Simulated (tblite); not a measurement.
C6H8Cl (charge +1).
Atom-mapped SMILES: `[CH3:1][C+:2]([CH3:3])[C:4]#[C:5][CH2:6][Cl:7]` (hydrogens: H8, H9, H10 on C1; H11, H12, H13 on C3; H14, H15 on C6)
Bond orders are those of one Lewis drawing.

Computed with GFN2-xTB (tblite), gas phase: Langevin dynamics at 300 K from the optimised GFN2-xTB geometry, time step 0.5 fs, friction 0.01 fs⁻¹, 2000 steps.

The start geometry, which sets the zero of energy:
```
atom  x, y, z in Å
C1     -1.502    0.752    1.219
C2     -0.932   -0.108    0.183
C3     -1.764   -1.073   -0.534
C4      0.398   -0.003   -0.114
C5      1.585    0.070   -0.400
C6      2.961    0.211   -0.675
Cl7     3.753    1.467    0.350
H8     -0.766    1.416    1.665
H9     -2.323    1.345    0.805
H10    -1.966    0.144    2.000
H11    -2.235   -1.761    0.173
H12    -1.206   -1.640   -1.275
H13    -2.598   -0.560   -1.020
H14     3.480   -0.740   -0.503
H15     3.110    0.490   -1.724
```

Problem. These frames come from the run, each turned onto the start geometry. Order them by potential energy, lowest first.
A.
```
atom  x, y, z in Å
C1     -1.698    0.600    1.405
C2     -0.883   -0.163    0.396
C3     -1.602   -1.077   -0.539
C4      0.459    0.141    0.102
C5      1.552    0.338   -0.439
C6      2.915    0.317   -0.802
Cl7     4.072    1.631   -0.333
H8     -1.049    0.789    2.356
H9     -1.861    1.595    1.113
H10    -2.601    0.093    1.575
H11    -2.434   -0.522   -1.061
H12    -2.077   -1.838    0.018
H13    -0.986   -1.510   -1.375
H14     3.220   -0.656   -0.372
H15     2.969    0.273   -1.892
```
B.
```
atom  x, y, z in Å
C1     -1.520    0.738    1.240
C2     -0.877   -0.163    0.274
C3     -1.740   -1.047   -0.529
C4      0.478   -0.017    0.033
C5      1.630   -0.003   -0.375
C6      2.956    0.190   -0.734
Cl7     3.647    1.561    0.209
H8     -0.816    1.244    1.859
H9     -2.255    1.445    0.748
H10    -2.182    0.165    1.905
H11    -2.288   -1.701    0.160
H12    -1.205   -1.713   -1.223
H13    -2.489   -0.437   -1.108
H14     3.605   -0.665   -0.533
H15     3.052    0.411   -1.776
```
C.
```
atom  x, y, z in Å
C1     -1.417    0.540    1.439
C2     -0.963   -0.168    0.254
C3     -1.780   -0.966   -0.657
C4      0.403   -0.143    0.018
C5      1.564    0.038   -0.334
C6      2.905    0.213   -0.665
Cl7     3.168    2.034   -0.741
H8     -0.701    0.565    2.277
H9     -1.702    1.571    1.096
H10    -2.383    0.078    1.845
H11    -2.208   -0.292   -1.435
H12    -2.587   -1.404   -0.090
H13    -1.170   -1.645   -1.215
H14     3.653   -0.178    0.030
H15     3.214   -0.234   -1.670
```
D.
```
atom  x, y, z in Å
C1     -1.593    0.680    1.385
C2     -0.961   -0.055    0.310
C3     -1.668   -1.009   -0.580
C4      0.412    0.092    0.079
C5      1.614    0.020   -0.228
C6      2.901    0.141   -0.708
Cl7     3.181    1.979   -0.733
H8     -1.490    0.052    2.291
H9     -1.061    1.583    1.656
H10    -2.621    0.718    1.180
H11    -1.828   -0.430   -1.486
H12    -2.629   -1.305   -0.174
H13    -1.038   -1.876   -0.947
H14     3.710   -0.414   -0.165
H15     3.068   -0.167   -1.729
```
E.
```
atom  x, y, z in Å
C1     -1.275    0.501    1.435
C2     -0.979   -0.286    0.228
C3     -1.887   -0.981   -0.713
C4      0.343   -0.095   -0.151
C5      1.557    0.051   -0.318
C6      2.906    0.310   -0.594
Cl7     3.167    2.079   -0.701
H8     -0.402    0.678    2.042
H9     -1.885    1.346    1.050
H10    -1.953   -0.014    2.139
H11    -2.426   -0.136   -1.176
H12    -2.634   -1.628   -0.242
H13    -1.318   -1.503   -1.516
H14     3.480   -0.154    0.164
H15     3.301   -0.161   -1.496
```

Solution. B (0.197 eV), C (0.330 eV), D (0.400 eV), E (0.495 eV), A (0.607 eV).

In the order of the answer:

```
t (fs)  E above start (eV)  largest force (eV/Å)  rms force component (eV/Å)  rms distance from start (Å)  rms bond change (Å)  bond most changed (Å)
    25               0.197                  1.20                       0.465                        0.147                0.019           C1–H9 +0.038
   225               0.330                  2.13                       0.664                        1.046                0.026          C1–H10 +0.052
   275               0.400                  3.10                       0.791                        1.195                0.028          C6–Cl7 +0.056
   200               0.495                  1.96                       0.617                        0.997                0.017          C6–H14 -0.039
   700               0.607                  3.81                       0.893                        0.903                0.036           C1–H8 +0.080
```

The cost below is that of the whole dynamics run. On Intel Xeon Platinum 8488C, one thread, no GPU, shared host with 96 logical CPUs at a one-minute load of 42, this took 12 s of wall time and 0.18 GiB of memory at its peak.
